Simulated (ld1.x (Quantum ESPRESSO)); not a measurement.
**Co, PAW: configuration errors across variants**

ld1.x (Quantum ESPRESSO) 7.5 input, shortened:

```
&input
   title='Co', zed=27., rel=1, dft='PBESOL', iswitch=3,
   config='[Ar] 3d8 4s1 4p0'
 /
 &inputp
   pseudotype=3, lpaw=.true., tm=.true., lloc=-2, rcloc=2.85,
   nlcc=.true., new_core_ps=.true.,
   which_augfun='BESSEL', rmatch_augfun=0.90
 /
6
4S  1  0   1.00   0.00  2.00  2.35  0.0
4S  1  0   0.00   0.05  2.00  2.35  0.0
4P  2  1   0.00   0.00  2.90  3.25  0.0
4P  2  1   0.00   3.55  2.90  3.25  0.0
3D  3  2   8.00   0.00  1.25  1.35  0.0
3D  3  2   0.00   1.75  1.25  1.35  0.0
 &test
   configts(1)='3d8 4s1 4p0'
 /
```

All-electron excitation energies from the reference (eV): (1) 3d7 4s2 4p0 1.214; (2) 3d7 4s1 4p0 10.259; (3) 3d7 4s0 4p0 26.956; (4) 3d6 4s2 4p1 10.905; (5) 3d7.5 4s1.5 4p0 0.249; (6) 3d7 4s0 4p2 10.230; (7) 3d7 4s0 4p1 15.653.

The overlap operator is not positive definite (basis up to 400 Ry) in “local potential all-electron potential smoothed inside 2.94 bohr (lloc = -2)”. Such files are unfit for use, however small their errors in these radial tests.

Errors AE − PS in meV (a dash: test not solved or not reliable):

| change | (1) | (2) | (3) | (4) | (5) | (6) | (7) | bound ghosts |
| --- | --- | --- | --- | --- | --- | --- | --- | --- |
| base | -69 | -60 | -65 | -416 | -13 | -56 | -54 | none |
| local potential all-electron potential smoothed inside 1.32 bohr (lloc = -2) | -44 | -52 | -64 | – | – | – | – | none |
| local potential all-electron potential smoothed inside 1.82 bohr (lloc = -2) | -55 | -55 | -65 | -277 | -11 | -43 | -49 | none |
| local potential all-electron potential smoothed inside 2.60 bohr (lloc = -2) | -62 | -57 | -65 | -344 | -12 | -54 | -53 | none |
| local potential all-electron potential smoothed inside 2.94 bohr (lloc = -2) | -84 | -66 | -65 | -524 | -15 | -56 | -54 | not determined (overlap not positive) |
| local potential all-electron potential smoothed inside 3.36 bohr (lloc = -2) | -56 | -54 | -65 | -298 | -12 | -58 | -54 | none |
| local potential all-electron potential smoothed inside 3.64 bohr (lloc = -2) | -61 | -57 | -65 | -356 | -12 | -58 | -51 | none |

(1) Give the same row for: local potential all-electron potential smoothed inside 2.18 bohr (lloc = -2).

## Answers

(1) -58, -56, -65, -310, -12, -49, -51; bound ghosts: none.
